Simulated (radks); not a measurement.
Spherical quantum dot in the effective-mass picture: electrons in a hard-walled sphere of radius 1.8, with a point charge +2 (a donor) at the centre, all in effective atomic units (hartree* = m*/eps^2 hartree, bohr* = eps/m* bohr), one dielectric constant everywhere. Calculated with a radial shooting solver with Libxc functionals: non-relativistic Kohn-Sham, LDA (Slater exchange, Perdew-Wang correlation), spin-polarised, spherical densities. Levels are named by radial order and angular momentum (1s, 1p, 1d, 2s, ...), and open shells are averaged over m. Each electron was tried in the lowest free levels, single moves between levels near the top were tried too, and the lowest total energy was kept; such a search can miss a lower state. At N = 1 the Hartree and exchange-correlation terms need not cancel, so that row can carry a self-interaction error.

| N | open shells | 2S | E (hartree*) | addition energy mu(N+1) - mu(N) (hartree*) | e(HOMO) (hartree*) |
|---|---|---|---|---|---|
| 1 | 1s(up 1, down 0) | 1 | -1.80517 | 1.293 | -1.3038 |
| 2 | none | 0 | -2.31734 | 3.275 | -0.044542 |
| 3 | 1p(up 1, down 0) | 1 | 0.445965 | 0.7312 | 3.1217 |
| 4 | 1p(up 2, down 0) | 2 | 3.94044 | 0.7566 | 3.8707 |
| 5 | 1p(up 3, down 0) | 3 | 8.19149 | 0.9890 | 4.6325 |
| 6 | 1p(up 3, down 1) | 2 | 13.4316 | 0.7163 | 5.5931 |
| 7 | 1p(up 3, down 2) | 1 | 19.3880 | 0.7361 | 6.3226 |
| 8 | none | 0 | 26.0805 | 2.525 | 7.0635 |
| 9 | 2s(up 1, down 0) | 1 | 35.2976 | 0.8741 | 9.6496 |
| 10 | 1d(up 1, down 0) 2s(up 1, down 0) | 2 | 45.3887 | 0.6985 | 10.440 |
| 11 | 1d(up 2, down 0) 2s(up 1, down 0) | 3 | 56.1784 | 0.7019 | 11.140 |
| 12 | 1d(up 3, down 0) 2s(up 1, down 0) | 4 | 67.6700 | 0.6995 | 11.867 |
| 13 | 1d(up 5, down 0) | 5 | 79.8611 | 0.7137 | 12.514 |
| 14 | 1d(up 5, down 0) 2s(up 1, down 0) | 6 | 92.7660 | 0.9213 | 13.350 |
| 15 | 1d(up 5, down 1) 2s(up 1, down 0) | 5 | 106.592 | 0.6840 | 14.167 |
| 16 | 1d(up 5, down 2) 2s(up 1, down 0) | 4 | 121.102 | 0.6680 | 14.856 |
| 17 | 1d(up 5, down 4) | 1 | 136.281 | 0.6576 | 15.488 |
| 18 | none | 0 | 152.116 | 0.8223 | 16.184 |
| 19 | 2s(up 1, down 0) | 1 | 168.774 | 1.077 | 17.106 |
| 20 | none | 0 | 186.509 | 2.409 | 18.201 |
| 21 | 1f(up 1, down 0) | 1 | 206.654 | 0.6739 | 20.481 |
| 22 | 1f(up 2, down 0) | 2 | 227.472 | 0.6749 | 21.156 |
| 23 | 1f(up 3, down 0) | 3 | 248.965 | 0.6757 | 21.831 |
| 24 | 1f(up 4, down 0) | 4 | 271.134 | 0.6763 | 22.507 |
| 25 | 1f(up 5, down 0) | 5 | 293.979 | 0.6766 | 23.183 |
| 26 | 1f(up 6, down 0) | 6 | 317.501 | - | 23.860 |

All shells are closed at N = 2, 8, 18, 20 (there: 1s2 1p6 1d10 2s2); the second difference of the energy has clear peaks (12 % above both neighbours; the first and last values, which can be the largest, are not judged, and half-filled shells can peak too) at N = 2, 5, 8, 14, 20.
